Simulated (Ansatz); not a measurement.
`C[O][InH2]` → `[CH2]` (triplet) + `[OH][InH2]` at 400 K and 1 bar (formal loss of a carbene).

Program: Ansatz. Geometries: PBE0-D4/def2-TZVP. ΔE: electronic, gas phase. CCSD(T)/CBS adds triple-zeta CCSD(T) − MP2 to the extrapolated MP2 energy (def2 sets, frozen cores). This one scheme is used for every species. Triplets are unrestricted, without spin–orbit coupling. def2 core potentials past Kr. For In outer-core shells are correlated without core-valence functions, which leaves a few kJ/mol of doubt a bond.

| species | CCSD(T)/CBS energy (Eh) | H − E (kJ/mol) | S (J/(mol·K)) |
| --- | --- | --- | --- |
| `C[O][InH2]` | -306.01914 | 165.3 | 344.2 |
| `[CH2]` (triplet) | -39.09499 | 59.0 | 205.7 |
| `[OH][InH2]` | -266.78179 | 85.2 | 295.5 |

H − E and S are ideal-gas, rigid-rotor, harmonic terms from PBE0-D4/def2-TZVP, with the whole ground term of open shells counted as degenerate. 1 Eh = 2625.50 kJ/mol, R = 8.31446 J/(mol·K).

Problem. By hand: ΔE, ΔH, ΔS and ΔG.

Solution. ΔE = (-39.09499) + (-266.78179) − (-306.01914) = 0.14236 Eh = 373.8 kJ/mol. Δ(H − E) = 59.0 + 85.2 − 165.3 = -21.1, so ΔH = 352.7 kJ/mol. ΔS = 205.7 + 295.5 − 344.2 = 157.0 J/(mol·K). ΔG = 352.7 − 400 × (157.0)/1000 = 289.9 kJ/mol.

Problem. By hand: the equilibrium constant, and the temperature at which ΔG would vanish if ΔH and ΔS stayed fixed.

Solution. log₁₀ K = −ΔG/(RT ln 10) = -37.9. ΔG = 0 at ΔH/ΔS = 2246 K.

The number of gas molecules changes by +1, which sets the sign of ΔS. A doubt of 5 kJ/mol in ΔE shifts log₁₀ K by 0.7 here. A triplet takes part, so the spin changes. These are equilibria of isolated gas molecules and say nothing of rates. Largest T1 diagnostic: 0.017 (customary marks: 0.02 for closed shells, 0.045 for open ones).
